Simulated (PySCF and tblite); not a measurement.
The numbers below are computed, except where a source is named.
System: C₈H₈N₂, numbered as in [CH3:1][c:2]1[cH:3][cH:4][cH:5][c:6]2[cH:7][n:8][nH:9][c:10]12.

Geometries: GFN2-xTB; energies: PBE0/pcSseg-1 + D3(BJ); zero-point and thermal terms from GFN2-xTB harmonic modes (soft modes blended into free rotors). Rates follow Eyring's equation with the number of equivalent paths and no tunnelling. Programs: tblite and PySCF.

Tunnelling of the moving H, left out here, will speed the real process. In real samples such hydrogens mostly exchange between molecules or through solvent, far faster than by this path. DFT energies on a tight-binding saddle of a bond shift can be off by several kcal/mol.

Task: What barrier does the shift of H on N9 from N9 to N8 meet, and how fast is it at 298 K?

Result: The electronic barrier is 54.6 kcal/mol and ΔG‡(298 K) 50.5 kcal/mol, over a C1 saddle with an imaginary mode of 1621i cm⁻¹ (GFN2-xTB). With 2 equivalent paths, k is 1.2×10⁻²⁴ s⁻¹. The end lies 4.3 kcal/mol above the start in free energy.
